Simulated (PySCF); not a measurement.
Mo(CO)6 (C₆MoO₆), SMILES [C-](->[Mo](<-[C-]#[O+])(<-[C-]#[O+])(<-[C-]#[O+])(<-[C-]#[O+])<-[C-]#[O+])#[O+], multiplicity 1.

Coordinates come from a PBE0-D3(BJ)/def2-SVP optimisation. The multiplicity is an assumed one; other spin states were not compared. The isomer is the one that the SMILES or the coordinates give; other isomers of the formula were not compared. The def2 effective core potentials stand for the cores of Mo; spin–orbit coupling is left out.

Two levels are set side by side: TDDFT-PBE/def2-SVP (PySCF) and TDDFT-ωB97X/def2-SVP (PySCF). Vertical, same geometry. The lowest singlet is HOMO→LUMO+2 54 %, HOMO−2→LUMO 46 % with PBE and HOMO−1→LUMO+1 50 %, HOMO→LUMO+2 50 % with the other functional; states are paired by order. Differences are taken from unrounded values.

```csv
quantity,TDDFT-PBE
lowest singlet excitation (eV),3.70
lowest triplet excitation (TDA) (eV),3.49
```

Task: These are the TDDFT-PBE values. What does TDDFT-ωB97X give? (The exact figures need the calculation; the answer reports its results.)

Result: 
| quantity | TDDFT-ωB97X | TDDFT-PBE minus TDDFT-ωB97X |
|---|---|---|
| lowest singlet excitation (eV) | 3.91 | -0.21 |
| lowest triplet excitation (TDA) (eV) | 3.81 | -0.32 |

Functionals without exact exchange tend to place singlet excitations lower, as here. Differences between two approximate levels are no errors against the true value.

Rough cost on one machine, each run with all the roots and properties that it gave: TDDFT-ωB97X against TDDFT-PBE about 5 times.
